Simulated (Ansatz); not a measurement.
`[OH][SbH][SiH3]` + HCl → `[SiH3][SbH][Cl]` + H₂O at 600 K and 1 bar (ligand exchange at the Sb–O bond).

Program: Ansatz. Geometries: PBE0-D4/def2-TZVP. ΔE: electronic, gas phase. CCSD(T)/CBS is the MP2 limit (def2-TZVPP, def2-QZVPP) plus CCSD(T) − MP2 in def2-TZVPP, frozen cores. This one scheme is used for every species. def2 core potentials past Kr. For Sb outer-core shells are correlated without core-valence functions, which leaves a few kJ/mol of doubt a bond. One conformer a species, not always the lowest.

```tsv
species	CCSD(T)/CBS energy (Eh)	H − E (kJ/mol)	S (J/(mol·K))
`[OH][SbH][SiH3]`	-607.27229	171.5	420.9
HCl	-460.38127	35.4	207.2
`[SiH3][SbH][Cl]`	-991.30233	135.8	414.9
H₂O	-76.37941	76.8	212.8
```

H − E and S are ideal-gas, rigid-rotor, harmonic terms from PBE0-D4/def2-TZVP, for one conformer and one mirror image of each species. 1 Eh = 2625.50 kJ/mol, R = 8.31446 J/(mol·K).

Task: By hand: ΔE, ΔH, ΔS and ΔG.

Result: ΔE = (-991.30233) + (-76.37941) − (-607.27229) − (-460.38127) = -0.02818 Eh = -74.0 kJ/mol. Δ(H − E) = 135.8 + 76.8 − 171.5 − 35.4 = 5.7, so ΔH = -68.3 kJ/mol. ΔS = 414.9 + 212.8 − 420.9 − 207.2 = -0.4 J/(mol·K). ΔG = -68.3 − 600 × (-0.4)/1000 = -68.1 kJ/mol.

Task: By hand: the equilibrium constant, and the temperature at which ΔG would vanish if ΔH and ΔS stayed fixed.

Result: log₁₀ K = −ΔG/(RT ln 10) = 5.9. ΔG = 0 at ΔH/ΔS = 170750 K, far beyond where these terms or the molecules hold.

The number of gas molecules stays the same, so ΔS is small and ΔH decides. A doubt of 5 kJ/mol in ΔE shifts log₁₀ K by 0.4 here. Other conformers and mirror images would add mixing entropy, several J/(mol·K) or more a flexible species. These are equilibria of isolated gas molecules and say nothing of rates. Largest T1 diagnostic: 0.014 (customary marks: 0.02 for closed shells, 0.045 for open ones).
